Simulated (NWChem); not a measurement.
# GeSiH$_{4}$, singlet; SMILES [SiH3][GeH]

```xyz
6

Ge     0.0014     0.8753     0.1462
H      1.5622     0.7866    -0.1840
Si    -0.0538    -1.5804     0.0230
H      0.8968    -2.1545     1.0333
H      0.4011    -2.0239    -1.3372
H     -1.4035    -2.1779     0.2723
```
Atoms are numbered in this order, from 1.

Level: PBE0/def2-SVP (NWChem), optimised geometry, unscaled harmonic frequencies. Low-valent species are run as closed-shell singlets; no triplet was tried in these runs.

List the harmonic frequencies with IR intensities, and the thermochemistry.


```tsv
frequency (cm⁻¹)	IR intensity (km/mol)
64	5.2
313	7.4
372	21.5
390	15.5
669	42.0
844	219.4
919	53.0
941	31.2
1929	247.3
2188	63.3
2198	94.9
2221	113.6
```

The zero-point energy is 18.6 kcal/mol. The thermal correction to the enthalpy at 298.15 K (with zero-point energy) comes out as 22.4 kcal/mol, the heat capacity Cv is 15.0 cal/(mol K) and the entropy at 298.15 K and 1 atm (symmetry number 1) is 72.0 cal/(mol K). The dipole moment is 0.42 D.

Rigid rotor and harmonic oscillator; modes under 100 cm⁻¹ make the entropy uncertain.
